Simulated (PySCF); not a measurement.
PySCF job for iodine (I2), SMILES II, C-PCM-B3LYP/def2-SVP. Geometry: B3LYP-D3(BJ)/def2-TZVP. The def2 effective core potentials stand for the cores of I; spin–orbit coupling is left out.

```python
import numpy as np
from pyscf import gto, scf, dft
from pyscf.solvent import pcm

mol = gto.M(
    atom='''
    I     0.00000000    0.00000000   -1.34736894
    I     0.00000000    0.00000000    1.34736894
    ''',
    basis='def2-SVP',
    ecp={'I': 'def2-svp'},
    charge=0,
    spin=0,
    max_memory=2000,
    verbose=3,
)
mf = dft.RKS(mol, xc='b3lyp').density_fit(auxbasis='def2-universal-jkfit')
mf.grids.level = 3
mf.conv_tol = 1e-9
mf.max_cycle = 100
mf.kernel()
res = {}
for name, eps in {'water': 78.355, 'n-hexane': 1.8819, 'dichloromethane': 8.93}.items():
    s = mf.PCM()
    s.with_solvent.method, s.with_solvent.eps, s.with_solvent.lebedev_order = 'C-PCM', eps, 29
    s.kernel(mf.make_rdm1())
    res[name] = (s.e_tot, eps, s.dip_moment(), s.mo_energy, s.converged)
    print(f'{name}: electrostatic solvation free energy {(s.e_tot - mf.e_tot) * 627.509474:.3f} kcal/mol')
```

Log of the run:

```
converged SCF energy = -595.601190146415

WARN: PCM is an experimental feature. It is still in testing.
Features and APIs may be changed in the future.

converged SCF energy = -595.603901580203
Dipole moment(X, Y, Z, Debye):  0.00000, -0.00000,  0.00000
water: electrostatic solvation free energy -1.701 kcal/mol

WARN: PCM is an experimental feature. It is still in testing.
Features and APIs may be changed in the future.

converged SCF energy = -595.60244663715
Dipole moment(X, Y, Z, Debye): -0.00000,  0.00000,  0.00000
n-hexane: electrostatic solvation free energy -0.788 kcal/mol

WARN: PCM is an experimental feature. It is still in testing.
Features and APIs may be changed in the future.

converged SCF energy = -595.603617491911
Dipole moment(X, Y, Z, Debye):  0.00000, -0.00000,  0.00000
dichloromethane: electrostatic solvation free energy -1.523 kcal/mol
```

The run converged.

Cost: roughly 16 core-seconds.
